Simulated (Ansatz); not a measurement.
`C=C(Cl)[SiH2]C` + SiH₄ → `C=C([SiH3])[SiH2]C` + HCl at 400 K and 1 bar (formal exchange of groups at a C–Cl bond).

Gas-phase electronic energies from Ansatz, PBE0-D4/def2-TZVP geometries. CCSD(T)/CBS is the MP2 limit (def2-TZVPP, def2-QZVPP) plus CCSD(T) − MP2 in def2-TZVPP, frozen cores. This one scheme is used for every species. Each species was taken in one conformer, which may not be the lowest.

```json
{"species": "`C=C(Cl)[SiH2]C`", "CCSD(T)/CBS energy (Eh)": "-867.21796", "H − E (kJ/mol)": "263.6", "S (J/(mol·K))": "392.3"}
{"species": "SiH₄", "CCSD(T)/CBS energy (Eh)": "-291.46306", "H − E (kJ/mol)": "96.9", "S (J/(mol·K))": "218.6"}
{"species": "`C=C([SiH3])[SiH2]C`", "CCSD(T)/CBS energy (Eh)": "-698.32006", "H − E (kJ/mol)": "333.5", "S (J/(mol·K))": "425.5"}
{"species": "HCl", "CCSD(T)/CBS energy (Eh)": "-460.38127", "H − E (kJ/mol)": "29.6", "S (J/(mol·K))": "195.4"}
```

H − E and S are ideal-gas, rigid-rotor, harmonic terms from PBE0-D4/def2-TZVP, for one conformer and one mirror image of each species. 1 Eh = 2625.50 kJ/mol, R = 8.31446 J/(mol·K).

Task: By hand: ΔE, ΔH, ΔS and ΔG.

Result: ΔE = (-698.32006) + (-460.38127) − (-867.21796) − (-291.46306) = -0.02031 Eh = -53.3 kJ/mol. Δ(H − E) = 333.5 + 29.6 − 263.6 − 96.9 = 2.6, so ΔH = -50.7 kJ/mol. ΔS = 425.5 + 195.4 − 392.3 − 218.6 = 10.0 J/(mol·K). ΔG = -50.7 − 400 × (10.0)/1000 = -54.7 kJ/mol.

Task: By hand: the equilibrium constant, and the temperature at which ΔG would vanish if ΔH and ΔS stayed fixed.

Result: log₁₀ K = −ΔG/(RT ln 10) = 7.1. ΔH and −TΔS have one sign here, so there is no such temperature.

The number of gas molecules stays the same, so ΔS is small and ΔH decides. A doubt of 5 kJ/mol in ΔE shifts log₁₀ K by 0.7 here. Other conformers and mirror images would add mixing entropy, several J/(mol·K) or more a flexible species. Modes under 60 cm⁻¹, often nearly free rotors, make the harmonic entropy too high. These are equilibria of isolated gas molecules and say nothing of rates. Largest T1 diagnostic: 0.011 (customary marks: 0.02 for closed shells, 0.045 for open ones).

ΔS is within the doubt of such terms, so its sign, and with it that verdict, could turn.
